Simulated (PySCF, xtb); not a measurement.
Ge(AsH2)(H)3 (AsGeH5), SMILES [GeH3][AsH2].

xtb with GFN2-xTB at its own geometry gives an orbital gap of 5.70 eV and a dipole moment of 0.78 D.

Coordinates come from a r2SCAN-D4/def2-TZVP optimisation.

**Question.** What does HF/def2-TZVPD (PySCF) give? (The exact figures need the calculation; the answer reports its results.)

**Answer.** gap 11.71 eV (levels -9.79 and 1.92 eV), dipole 0.51 D.
